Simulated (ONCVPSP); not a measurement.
## How hard is this Be ONCV potential?

ONCVPSP 4.0.1 input, shortened (lines: element, Z, core and valence counts, functional; n l f; lmax; l rc ep ncon nbas qcut; lloc lpopt rc5 dvloc0; l nproj debl; icmod fcfact rcfact), PW91, scalar-relativistic:

```
  Be 4.00    1    1  -109134      upf
    1    0    2.00
    2    0    2.00
    1
    0    1.60    0.00    5   10    4.30
    1    1.55    0.24    3    8    4.40
    4    1    1.15    0.00
    0    2    1.10
    1    1    1.30
    1    0.20    0.00
```

In the p channel the program set the typed energies aside and used 0.050 Ha.

Question: For each optimised wave give the share of its norm inside rc, the residual kinetic energy above qcut (Ha) and the cutoffs (Ha) for errors of 10, 1, 0.1 and 0.01 mHa per electron.

Answer:

```csv
wave,norm inside rc,residual KE,10 mHa,1 mHa,0.1 mHa,0.01 mHa
2s,0.183,5.6e-05,3.2,6.3,8.7,17.8
s projector 2,0.204,1.7e-03,5.2,19.5,129.7,149.2
p projector 1,0.309,1.6e-03,6.3,10.9,83.2,133.4
```

The occupied waves need 6.3 Ha and 8.7 Ha for 1 and 0.1 mHa. The cutoffs count occupied waves only; projector 2 of the s channel, the hardest unoccupied one, needs 20 Ha at the loose tolerance.
